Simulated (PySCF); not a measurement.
**Partial charges of `C=CCC(=O)C(=C)[SiH2]N`**

Compound: C6H11NOSi.
Numbering: `[CH2:1]=[CH:2][CH2:3][C:4](=[O:5])[C:6](=[CH2:7])[SiH2:8][NH2:9]` (hydrogens: H10, H11 on C1; H12 on C2; H13, H14 on C3; H15, H16 on C7; H17, H18 on Si8; H19, H20 on N9)

Geometry (GFN2-xTB, Å), atoms numbered from 1 in this order:
```
atom  x, y, z in Å
C1    -3.2026    0.8113   -0.5071
C2    -2.2666    0.2208   -1.2266
C3    -1.5574   -1.0391   -0.8302
C4    -0.0521   -0.8566   -0.9238
O5     0.5783   -1.3139   -1.8566
C6     0.6713   -0.1220    0.1198
C7     0.0775    0.5661    1.0902
Si8    2.5375   -0.2857   -0.1829
N9     3.2824    0.4034    1.2169
H10   -3.5254    0.4184    0.4441
H11   -3.6973    1.7066   -0.8421
H12   -1.9682    0.6296   -2.1831
H13   -1.8301   -1.8321   -1.5328
H14   -1.8410   -1.3388    0.1792
H15   -0.9936    0.6487    1.1897
H16    0.6599    1.0915    1.8293
H17    2.8647    0.3757   -1.4516
H18    2.9366   -1.6887   -0.1616
H19    4.2741    0.2696    1.3236
H20    3.0467    1.3459    1.4832
```

Density: PBE0/pcSseg-1 (PySCF); schemes: Mulliken, IAO, Hirshfeld and ESP-fitted. One conformer (not necessarily the lowest) at the GFN2-xTB geometry, without solvent, vibrations or thermal averaging.

**Question.** At which atom do the 4 schemes differ most?

**Answer.** At N9: from -1.072 (ESP-fitted) to -0.323 e (Hirshfeld), 0.749 e apart.

**Question.** Which atoms carry the highest charge in the Mulliken, IAO, Hirshfeld and ESP-fitted schemes?

**Answer.** All schemes agree: Mulliken Si8 (+0.822); IAO Si8 (+0.897); Hirshfeld Si8 (+0.343); ESP-fitted Si8 (+0.678).

**Question.** Give the atomic charges in each scheme.

**Answer.** In e:

| atom | environment | Mulliken | IAO | Hirshfeld | ESP-fitted |
| --- | --- | --- | --- | --- | --- |
| C1 | terminal =CH2 carbon | -0.150 | -0.323 | -0.100 | -0.548 |
| C2 | alkene CH carbon | -0.233 | -0.124 | -0.029 | -0.005 |
| C3 | sp3 carbon next to a carbonyl | -0.162 | -0.315 | -0.076 | -0.253 |
| C4 | ketone carbonyl carbon | +0.280 | +0.379 | +0.161 | +0.502 |
| O5 | ketone oxygen | -0.373 | -0.411 | -0.209 | -0.480 |
| C6 | fully substituted alkene carbon | -0.587 | -0.316 | -0.102 | -0.171 |
| C7 | terminal =CH2 carbon | -0.025 | -0.242 | -0.057 | -0.346 |
| Si8 | SiH2 silicon | +0.822 | +0.897 | +0.343 | +0.678 |
| N9 | silicon-bound nitrogen | -0.634 | -0.849 | -0.323 | -1.072 |
| H10 | vinylic hydrogen | +0.113 | +0.142 | +0.046 | +0.219 |
| H11 | vinylic hydrogen | +0.122 | +0.156 | +0.049 | +0.202 |
| H12 | vinylic hydrogen | +0.117 | +0.152 | +0.049 | +0.136 |
| H13 | methylene hydrogen | +0.159 | +0.173 | +0.053 | +0.122 |
| H14 | methylene hydrogen | +0.134 | +0.150 | +0.049 | +0.114 |
| H15 | vinylic hydrogen | +0.135 | +0.153 | +0.046 | +0.180 |
| H16 | vinylic hydrogen | +0.117 | +0.155 | +0.053 | +0.191 |
| H17 | Si–H hydrogen | -0.108 | -0.157 | -0.093 | -0.149 |
| H18 | Si–H hydrogen | -0.102 | -0.130 | -0.081 | -0.103 |
| H19 | N–H hydrogen | +0.191 | +0.261 | +0.115 | +0.402 |
| H20 | N–H hydrogen | +0.184 | +0.252 | +0.109 | +0.381 |

Mean size of the charges over all atoms: ESP-fitted 0.313 e, IAO 0.287 e, Mulliken 0.237 e, Hirshfeld 0.107 e. Each set sums to the total charge, 0, to within 0.001 e. The IAO scheme projects the occupied orbitals on a minimal set of polarised atomic orbitals and counts the electrons in each atom's part of it. The Mulliken scheme counts on each atom the diagonal of the density matrix times the overlap matrix over that atom's basis functions.

**Question.** How many electrons does the IAO scheme count on Si8?

**Answer.** Z − q = 14 − (+0.897) = 13.103.

**Question.** How closely do the schemes follow one another over all atoms?

**Answer.** Correlation coefficient and root-mean-square difference: IAO with Hirshfeld 0.99, 0.223 e; IAO with ESP-fitted 0.96, 0.116 e; Hirshfeld with ESP-fitted 0.95, 0.269 e; Mulliken with IAO 0.95, 0.115 e; Mulliken with Hirshfeld 0.94, 0.189 e; Mulliken with ESP-fitted 0.85, 0.210 e.

The run behind these numbers computed NMR shieldings as well. Hardware: Arm Neoverse N1, one thread, no GPU, shared host. Cost: 79 s, 1.0 GiB resident at most.
